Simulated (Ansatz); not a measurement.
FH3NOSTa (`[NH2][Ta]([OH])([F])=[S]`). The species carries charge 0 and has multiplicity 1. Ta takes the def2 core potential. Geometry: relaxed with PBE0-D4/def2-TZVP. It is one conformer, not always the lowest.

```xyz
8

N    -1.106    0.532    0.836
Ta    0.108   -0.091   -0.570
O     1.374   -1.270    0.188
F    -0.856   -1.036   -1.878
S     1.040    1.678   -1.393
H    -1.567   -0.087    1.490
H    -1.319    1.496    1.045
H     2.326   -1.222    0.282
```

What is the dipole moment at B3LYP/def2-TZVPP? (Best estimate.)

Computed: 3.46 D, with components (-0.26, -1.10, 3.27) D in this frame, pointing from negative to positive charge.

And with PBE, r2SCAN, ωB97M-V? (Best estimate.)

Computed: PBE 3.42 D, r2SCAN 3.54 D, ωB97M-V 3.55 D.

Give the Mulliken charges with B3LYP, r2SCAN, PBE in def2-TZVPP. (Estimate.)

The calculation gave: 
```
atom  B3LYP  r2SCAN    PBE
  N1  -0.42   -0.48  -0.40
 Ta2   0.92    0.95   0.74
  O3  -0.40   -0.43  -0.35
  F4  -0.33   -0.32  -0.28
  S5  -0.30   -0.32  -0.28
  H6   0.15    0.17   0.16
  H7   0.18    0.20   0.19
  H8   0.21    0.23   0.21
```

B3LYP here is the variant with VWN-RPA as its local correlation; programs differ in this.
